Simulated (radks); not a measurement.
Q: Sb, configuration [Kr] 4d9 5p6 (not the ground configuration). Method: Dirac Kohn-Sham, PBE, spin-unpolarised, spherical densities, finite nucleus; open shells fill j = l - 1/2 first; Fermi nuclear charge, rms radius 4.6802 fm; computed with a radial shooting solver on a logarithmic mesh with Libxc functionals. Some entries of the table are withheld. Estimate them.

| orbital | occ. | eigenvalue (Ry) | <1/r> (bohr^-1) | r(max) (bohr) |
|---|---|---|---|---|
| 1s1/2 | 2 | -2226.555 | 54.32 | 0.01835 |
| 2s1/2 | 2 | -339.4217 | 12.62 | 0.1038 |
| 2p1/2 | 2 | -317.5975 | 12.61 | (1) |
| 2p3/2 | 4 | -299.0907 | 11.70 | (2) |
| 3s1/2 | 2 | -67.19093 | 4.477 | 0.3001 |
| 3p1/2 | 2 | -58.27135 | 4.386 | 0.2865 |
| 3p3/2 | 4 | -54.85501 | 4.164 | 0.2969 |
| 3d3/2 | 4 | -39.10955 | 4.013 | 0.2425 |
| 3d5/2 | 6 | -38.39940 | 3.956 | 0.2455 |
| 4s1/2 | 2 | -11.64517 | 1.779 | 0.7218 |
| 4p1/2 | 2 | -8.61220 | 1.668 | 0.7441 |
| 4p3/2 | 4 | -7.97007 | 1.597 | 0.7681 |
| 4d3/2 | 4 | -3.13991 | 1.338 | 0.8339 |
| 4d5/2 | 5 | -3.04345 | 1.320 | 0.8425 |
| 5p1/2 | 2 | (3) | 0.5089 | 2.117 |
| 5p3/2 | 4 | (4) | 0.4851 | 2.204 |

A: 
(1) 2p1/2 r(max) (bohr): 0.07984
(2) 2p3/2 r(max) (bohr): 0.08445
(3) 5p1/2 eigenvalue (Ry): -0.55049
(4) 5p3/2 eigenvalue (Ry): -0.49108
